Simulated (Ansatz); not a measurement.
Program: Ansatz. Geometries: PBE0-D4/def2-TZVP. ΔE: electronic, gas phase. CBS: MP2 limit from def2 TZ/QZ plus the TZ coupled-cluster correction, frozen cores. This one scheme is used for every species. DFT in def2-TZVPP. Elements past krypton have def2 core potentials. For Br, In outer-core shells are correlated without core-valence functions, which leaves a few kJ/mol of doubt a bond. Scalar relativity is left out up to krypton. One conformer a species, not always the lowest.

Reaction (ligand exchange at the In–S bond): `[SH][In]([SH])[Br]` + H–F → `[F][In]([SH])[Br]` + H₂S

`[SH][In]([SH])[Br]`:

```xyz
6

S    -1.982    1.210   -0.687
In   -0.087    0.215    0.319
S     1.317   -1.364   -0.750
Br    0.450    0.871    2.628
H    -1.808    0.541   -1.840
H     2.110   -1.473    0.330
```

H–F:

Cartesian coordinates in Å:
```
F -0.122 0.166 -0.411
H 0.122 -0.166 0.411
```

`[F][In]([SH])[Br]`:

```xyz
5

F    -0.126    2.452    0.036
In    0.111    0.536    0.172
S    -1.065   -0.831   -1.337
Br    1.626   -0.205    1.934
H    -0.545   -1.951   -0.805
```

H₂S:

```xyz
3

S     0.416   -0.073    0.454
H    -0.241   -0.922   -0.350
H    -0.174    0.995   -0.104
```

CCSD(T)/CBS gives +40.8 kJ/mol.

Question: Another level gave +39.5 kJ/mol. Which?
A. HF/def2-TZVPP
B. PBE0/def2-TZVPP
C. r2SCANh/def2-TZVPP
D. PBE0-D4/def2-TZVPP

Answer: B. PBE0 39.5, r2SCANh 35.0, HF/def2-TZVPP 27.9, PBE0-D4 43.6 kJ/mol.

Question: What do rigid-rotor, harmonic-oscillator terms from PBE0-D4/def2-TZVP frequencies (298.15 K, 1 bar) make of the CCSD(T)/CBS value? (An estimate is asked.)

Answer: The calculation gave: ΔZPE = -4.5 kJ/mol, ΔH = +35.0 kJ/mol, ΔS = 11 J/(mol·K), ΔG = +31.9 kJ/mol.

Largest T1 diagnostic among the species: 0.013.

From PBE to PBE0 (25 % exact exchange), in def2-TZVPP and without D4, ΔE moves by +7.7 kJ/mol. At CCSD(T), def2-SVP lies −15.9 kJ/mol from the extrapolated value and def2-TZVPP −0.0 kJ/mol.
